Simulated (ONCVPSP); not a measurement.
O, ONCV: configuration errors across variants

O (Z = 8), optimised norm-conserving Vanderbilt (ONCV), made with ONCVPSP 4.0.1 (PBE, scalar-relativistic). Core [He], reference 2s2 2p4. Waves: 2s: rc 1.00 bohr, ncon 3, nbas 6, qcut 5.3 1/bohr, 2 projectors, debl 3.8 Ha; 2p: rc 1.10 bohr, ncon 5, nbas 9, qcut 9.7 1/bohr, 1 projector. Local part: polynomial inside 0.65 bohr (lpopt 5, dvloc0 2 Ha). Core correction: Teter function, fcfact 3.5, rcfact 1.4.

All-electron excitation energies from the reference (eV): (1) 2s2 2p3 16.431; (2) 2s2 2p2 50.017; (3) 2s2 2p1 103.885; (4) 2s2 2p0 180.790.

Errors AE − PS in meV (a dash: test not solved or not reliable):

| change | (1) | (2) | (3) | (4) | bound ghosts | GHOST(+) flags above zero |
| --- | --- | --- | --- | --- | --- | --- |
| base | +7.6 | +80 | +370 | +1222 | none | none |
| p: ncon 3, nbas 7 | +8.1 | +99 | +468 | +1527 | none | none |
| p: rc 1.62 | +18 | +185 | +822 | +2528 | none | none |
| p: rc 1.6 | +17 | +179 | +795 | +2457 | none | none |
| s: qcut 7.4; p: qcut 13.6 | +3.6 | +43 | +211 | +737 | none | none |
| core correction Teter function, fcfact 2.3, rcfact 1.4 | +7.3 | +78 | +365 | +1230 | none | none |
| local potential polynomial inside 0.65 bohr (lpopt 5, dvloc0 -0.5 Ha) | +7.7 | +80 | +370 | +1222 | none | none |

(1) Give the same row for: p: nbas 8.

Answers

(1) +7.2, +75, +348, +1154; bound ghosts: none; GHOST(+) flags above zero: none.
